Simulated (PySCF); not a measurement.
A GIAO shielding run with PySCF 2.14 (density fitting, non-relativistic, gas phase) on `C=N[SiH2][C@@H](C)CC(C)=O`, C₆H₁₃NOSi:

```
$ OMP_NUM_THREADS=1 python probes_run.py task.json out

{"job": {"kind": "nmr", "xc": "PBE0", "basis": "pcSseg-1"}, "charge": 0, "multiplicity": 1}
C      3.951909     0.409128     0.014224
N      2.788740     0.850316     0.045820
Si     1.316469     0.312108     0.792735
C      0.231099     0.092452    -0.773703
C      0.137705    -1.370793    -1.192401
C     -1.165071     0.657437    -0.540996
C     -1.733315     0.177217     0.763312
C     -3.234727     0.113143     0.849321
O     -1.021383    -0.124933     1.691093
H      4.285841    -0.505702     0.516325
H      4.719656     0.945374    -0.540594
H      0.997116     1.516967     1.552174
H      1.444613    -0.924366     1.562070
H      0.685463     0.652807    -1.594650
H     -0.324690    -1.964954    -0.406216
H     -0.455611    -1.484360    -2.101524
H      1.129629    -1.773955    -1.383835
H     -1.844495     0.418921    -1.364004
H     -1.106062     1.747477    -0.462694
H     -3.669446     1.048996     0.505377
H     -3.593162    -0.682727     0.198270
H     -3.550689    -0.091166     1.869047
```

Hardware: 1 thread of an Arm Neoverse V1, shared host. The job also computes population analyses, field gradients.

(1) How large is the calculation?

(2) How long does it take, and how much memory does it need?

Results:

(1) 78 electrons, 225 basis functions and 1182 auxiliary functions.

(2) 53 s of wall time, with 14 SCF cycles and 5 response iterations; peak memory 1.1 GiB. Times on a shared host scatter by some tens of per cent.
